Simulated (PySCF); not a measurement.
2-fluorocyclopenta-1,3-diene (C5H5F), SMILES FC1=CCC=C1. Coordinates come from a PBE0-D3(BJ)/def2-SVP optimisation. Other conformers were not sampled.

Computed equilibrium geometry at PBE0-D3(BJ)/def2-SVP (PySCF confirms it by a frequency run) as bond lengths and angles, and its point group (one conformer of several):
point group Cs.
Atoms: F1 C2 C3 C4 C5 C6 H7 H8 H9 H10 H11. Bonded distances (Å): F1–C2 1.325, C2–C3 1.347, C2–C6 1.459, C3–C4 1.495, C3–H7 1.088, C4–C5 1.498, C4–H8 1.106, C4–H9 1.106, C5–C6 1.348, C5–H10 1.090, C6–H11 1.090. Angles (°): F1–C2–C3 126.9, F1–C2–C6 121.5, C3–C2–C6 111.6, C2–C3–C4 107.0, C2–C3–H7 126.9, C4–C3–H7 126.0, C3–C4–C5 104.4, C3–C4–H8 112.2, C3–C4–H9 112.2, C5–C4–H8 111.2, C5–C4–H9 111.2, H8–C4–H9 105.7, C4–C5–C6 109.3, C4–C5–H10 124.0, C6–C5–H10 126.6, C2–C6–C5 107.6, C2–C6–H11 124.3, C5–C6–H11 128.0.
Charge 0, spin multiplicity 1.
